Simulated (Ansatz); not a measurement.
Ag₈Te₄⁺. Total charge 1; doublet. Geometry PBE-D4/def2-SVP.

Cartesian coordinates in Å:
```
Ag 0.5018 -0.1546 -2.5921
Ag 0.6545 -1.2546 0.1878
Ag -0.4705 -3.0936 -1.7762
Ag -0.0344 2.3762 1.6135
Ag 1.9656 0.3948 2.0994
Ag -1.2587 0.6970 -0.3353
Ag 2.2647 3.0822 3.6177
Ag -2.6098 -0.9295 -2.3407
Te -0.8263 -1.8564 -4.1785
Te -2.1067 -1.9840 0.1872
Te 0.3611 1.3279 4.1140
Te 1.5587 1.3947 -0.5967
```

In the def2 sets Ag, Te take a core potential, while STO-3G treats all electrons; there is no spin–orbit coupling. Single mean-field runs in def2-TZVP are fitted with def2-universal-jkfit. At HF/STO-3G the charge 1 doublet is spin-contaminated (final ⟨S²⟩ up to 6.32, 0.75 for a pure state). Another isomer (doublet) lies 1.73 eV lower at PBE0-D4/def2-TZVP; other spin states weren't run for this one.

Task: Estimate the α-spin orbital energies around the gap (eV) in Ansatz with HF/STO-3G, PBE-D4/def2-SVP, PBE-D4/def2-TZVP, r2SCAN-D4/def2-TZVP, PBE0-D4/def2-SVP.

Result: 
| orbital | HF/STO-3G | PBE-D4/def2-SVP | PBE-D4/def2-TZVP | r2SCAN-D4/def2-TZVP | PBE0-D4/def2-SVP |
| --- | --- | --- | --- | --- | --- |
| HOMO−13 | -12.97 | -11.00 | -10.91 | -11.21 | -12.73 |
| HOMO−12 | -12.23 | -10.95 | -10.86 | -11.15 | -12.42 |
| HOMO−11 | -12.18 | -10.70 | -10.60 | -10.89 | -12.37 |
| HOMO−10 | -11.44 | -10.55 | -10.50 | -10.66 | -11.61 |
| HOMO−9 | -11.35 | -9.94 | -9.90 | -10.09 | -11.01 |
| HOMO−8 | -10.90 | -9.75 | -9.70 | -9.89 | -10.76 |
| HOMO−7 | -10.67 | -9.52 | -9.49 | -9.66 | -10.41 |
| HOMO−6 | -10.41 | -9.32 | -9.29 | -9.44 | -10.21 |
| HOMO−5 | -10.27 | -9.05 | -9.02 | -9.18 | -9.96 |
| HOMO−4 | -10.08 | -9.01 | -8.97 | -9.10 | -9.83 |
| HOMO−3 | -9.71 | -8.84 | -8.81 | -8.96 | -9.75 |
| HOMO−2 | -8.58 | -8.71 | -8.69 | -8.82 | -9.63 |
| HOMO−1 | -8.06 | -8.62 | -8.57 | -8.78 | -9.42 |
| HOMO | -7.69 | -8.38 | -8.34 | -8.43 | -9.11 |
| LUMO | -1.31 | -6.75 | -6.74 | -6.62 | -6.05 |
| LUMO+1 | -0.50 | -6.40 | -6.40 | -6.26 | -5.66 |
| LUMO+2 | -0.44 | -6.37 | -6.37 | -6.18 | -5.54 |
| LUMO+3 | 0.26 | -6.00 | -6.01 | -5.86 | -5.24 |
| LUMO+4 | 0.40 | -5.90 | -5.91 | -5.75 | -5.16 |
| LUMO+5 | 1.02 | -5.31 | -5.33 | -5.11 | -4.52 |
| β HOMO | -6.19 | -8.38 | -8.34 | -8.43 | -9.11 |
| β LUMO | -1.18 | -8.18 | -8.12 | -8.08 | -7.65 |
